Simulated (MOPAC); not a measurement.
Job for MOPAC: AM1 on BH3Se (SMILES B[SeH]), a point of a torsion scan.

```
AM1 1SCF PRECISE CHARGE=0 THREADS=1
BH3Se

B     -0.63155236 1    -0.00568480 1    -0.10493237 1
Se     1.14729208 1    -0.47392686 1     0.36519961 1
H     -1.43900597 1    -0.82447245 1    -0.30359458 1
H     -0.98669696 1     1.05196988 1     0.25137995 1
H      1.50478160 1    -1.26921122 1    -0.78593288 1
```

Output:

```
*******************************************************************************
 **                                                                           **
 **                              MOPAC v23.2.5                                **
 **                                                                           **
 *******************************************************************************
 ** MOPAC's Digital Object Identifier: https://doi.org/10.5281/zenodo.6511958 **
 **                                                                           **
 ** Please cite the open-source release paper for use of this MOPAC version:  **
 ** J. E. Moussa and J. J. P. Stewart (2026)                                  **
 ** MOPAC: An open-source semiempirical molecular orbital program             **
 ** J. Open Source Softw., 11(119), 8025, https://doi.org/10.21105/joss.08025 **
 *******************************************************************************

                              AM1 CALCULATION RESULTS

 *******************************************************************************
 *  AM1        - The AM1 Hamiltonian to be used
 *
 *
 *
 *                 CHARGE ON SYSTEM = 0
 *
 *
 *
 *  PRECISE    - TIGHTER CRITERIA TO BE USED
 *  1SCF       - DO 1 SCF AND THEN STOP
 *  THREADS=1  - MULTI-THREADING NOT USED
 *  T=         - A TIME OF 172800.0 SECONDS REQUESTED
 *  DUMP=N     - RESTART FILE WRITTEN EVERY 7200.0 SECONDS REQUESTED
 *******************************************************************************
AM1 1SCF PRECISE CHARGE=0 THREADS=1
 BH3Se

   ATOM   CHEMICAL          X               Y               Z
  NUMBER   SYMBOL      (ANGSTROMS)     (ANGSTROMS)     (ANGSTROMS)

     1       B         -0.63155236  *  -0.00568480  *  -0.10493237  *
     2      Se          1.14729208  *  -0.47392686  *   0.36519961  *
     3       H         -1.43900597  *  -0.82447245  *  -0.30359458  *
     4       H         -0.98669696  *   1.05196988  *   0.25137995  *
     5       H          1.50478160  *  -1.26921122  *  -0.78593288  *



          CARTESIAN COORDINATES

    NO.       ATOM           X           Y           Z

     1         B         -0.6316     -0.0057     -0.1049
     2        Se          1.1473     -0.4739      0.3652
     3         H         -1.4390     -0.8245     -0.3036
     4         H         -0.9867      1.0520      0.2514
     5         H          1.5048     -1.2692     -0.7859

  H: (AM1): M.J.S. DEWAR ET AL, J. AM. CHEM. SOC. 107 3902-3909 (1985)
  B: (AM1): M.J.S. DEWAR ET AL, ORGANOMETALLICS, 7, 513-521 (1988)
 Se: (AM1): J. J. P. STEWART, J. MOL. MOD., 10, 155-164 (2004)

           Empirical Formula: H3 B Se  =     5 atoms



      MOLECULAR POINT GROUP   :   C1


      RHF CALCULATION, NO. OF DOUBLY OCCUPIED LEVELS = 6


 -------------------------------------------------------------------------------
 AM1 1SCF PRECISE CHARGE=0 THREADS=1
 BH3Se



     1SCF WAS SPECIFIED, SO BFGS WAS NOT USED
     SCF FIELD WAS ACHIEVED


                              AM1 CALCULATION
                                                       MOPAC v23.2.5 Linux




          FINAL HEAT OF FORMATION =         35.42105 KCAL/MOL =     148.20167 KJ/MOL


          COSMO AREA              =         86.42 SQUARE ANGSTROMS
          COSMO VOLUME            =         70.19 CUBIC ANGSTROMS

          IONIZATION POTENTIAL    =          8.174515 EV
          HOMO LUMO ENERGIES (EV) =         -8.175 -0.016
          NO. OF FILLED LEVELS    =          6
          MOLECULAR WEIGHT        =         92.7937         POINT GROUP:  C1

          MOLECULAR DIMENSIONS (Angstroms)

            Atom       Atom       Distance
            H     5    H     4     3.55969
            H     3   Se     2     2.31000
            H     3    H     4     0.59373


          SCF CALCULATIONS        =          1





   ATOM   CHEMICAL          X               Y               Z
  NUMBER   SYMBOL      (ANGSTROMS)     (ANGSTROMS)     (ANGSTROMS)

     1       B         -0.63155236  *  -0.00568480  *  -0.10493237  *
     2      Se          1.14729208  *  -0.47392686  *   0.36519961  *
     3       H         -1.43900597  *  -0.82447245  *  -0.30359458  *
     4       H         -0.98669696  *   1.05196988  *   0.25137995  *
     5       H          1.50478160  *  -1.26921122  *  -0.78593288  *

                             CARTESIAN COORDINATES

   1    B       -0.631552360    -0.005684800    -0.104932370
   2   Se        1.147292080    -0.473926860     0.365199610
   3    H       -1.439005970    -0.824472450    -0.303594580
   4    H       -0.986696960     1.051969880     0.251379950
   5    H        1.504781600    -1.269211220    -0.785932880


           Empirical Formula: H3 B Se  =     5 atoms



      MOLECULAR POINT GROUP   :   C1


                  EIGENVALUES
 -23.01521 -19.04631 -13.17567 -11.96358 -10.50811  -8.17451  -0.01644   0.12242
   1.47336   4.15418   5.22499


              NET ATOMIC CHARGES AND DIPOLE CONTRIBUTIONS

  ATOM NO.   TYPE          CHARGE      No. of ELECS.   s-Pop       p-Pop
    1          B           0.137719        2.8623     1.31230     1.54998
    2         Se          -0.022961        6.0230     1.95256     4.07040
    3          H          -0.049918        1.0499     1.04992
    4          H          -0.053257        1.0533     1.05326
    5          H          -0.011584        1.0116     1.01158
 DIPOLE           X         Y         Z       TOTAL
 POINT-CHG.    -0.031     0.048    -0.057     0.081
 HYBRID        -0.524    -0.276    -0.922     1.096
 SUM           -0.555    -0.229    -0.980     1.149


          ATOMIC ORBITAL ELECTRON POPULATIONS

     Atom    s        px        py        pz
    1  B   1.31230   0.66045   0.72150   0.16803
    2 Se   1.95256   1.27358   1.57594   1.22087
    3  H   1.04992
    4  H   1.05326
    5  H   1.01158

 **********************
 *                    *
 * JOB ENDED NORMALLY *
 *                    *
 **********************




 == MOPAC DONE ==
```

The run finished.

Cost: around 0.020 core-seconds (rough).
